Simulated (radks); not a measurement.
S14+, configuration [He] (the NIST ground configuration). All-electron calculation, scalar-relativistic Kohn-Sham, LDA (Slater exchange, VWN5 correlation), spin-unpolarised, spherical densities, finite nucleus; Fermi nuclear charge, rms radius 3.2611 fm. Program: a radial shooting solver on a logarithmic mesh with Libxc functionals.

Unscreened Slater integrals over Kohn-Sham orbitals (cm^-1). Empty in this configuration: 2s.

integral     value
F0(1s,1s)  2148900
F0(1s,2s)   694300
G0(1s,2s)    70286
F0(2s,2s)   496320
